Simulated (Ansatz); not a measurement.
`C[CH2][Cd][F]` + `CCO` → `CCOC` + `[CH3][Cd][F]` at 700 K and 1 bar (substitution at a C–C bond).

Program: Ansatz. Geometries: PBE0-D4/def2-TZVP. ΔE: electronic, gas phase. CBS: MP2 limit from def2 TZ/QZ plus the TZ coupled-cluster correction, frozen cores. Elements past krypton have def2 core potentials. For Cd outer-core shells are correlated without core-valence functions, which leaves a few kJ/mol of doubt a bond. One conformer a species, not always the lowest.

| species | CCSD(T)/CBS energy (Eh) | H − E (kJ/mol) | S (J/(mol·K)) |
| --- | --- | --- | --- |
| `C[CH2][Cd][F]` | -346.63236 | 238.0 | 424.9 |
| `CCO` | -154.88256 | 262.0 | 346.5 |
| `CCOC` | -194.12862 | 351.1 | 402.8 |
| `[CH3][Cd][F]` | -307.37791 | 145.8 | 356.4 |

H − E and S are ideal-gas, rigid-rotor, harmonic terms from PBE0-D4/def2-TZVP, for one conformer and one mirror image of each species. 1 Eh = 2625.50 kJ/mol, R = 8.31446 J/(mol·K).

Question: By hand: ΔE, ΔH, ΔS and ΔG.

Answer: ΔE = (-194.12862) + (-307.37791) − (-346.63236) − (-154.88256) = 0.00839 Eh = 22.0 kJ/mol. Δ(H − E) = 351.1 + 145.8 − 238.0 − 262.0 = -3.1, so ΔH = 18.9 kJ/mol. ΔS = 402.8 + 356.4 − 424.9 − 346.5 = -12.2 J/(mol·K). ΔG = 18.9 − 700 × (-12.2)/1000 = 27.4 kJ/mol.

Question: By hand: the equilibrium constant, and the temperature at which ΔG would vanish if ΔH and ΔS stayed fixed.

Answer: log₁₀ K = −ΔG/(RT ln 10) = -2.0. ΔH and −TΔS have one sign here, so there is no such temperature.

TΔS isn't small against ΔH here. A doubt of 5 kJ/mol in ΔE shifts log₁₀ K by 0.4 here. Other conformers and mirror images would add mixing entropy, several J/(mol·K) or more a flexible species. These are equilibria of isolated gas molecules and say nothing of rates. Largest T1 diagnostic: 0.014 (customary marks: 0.02 for closed shells, 0.045 for open ones).

ΔS is within the doubt of such terms, so its sign, and with it that verdict, could turn.
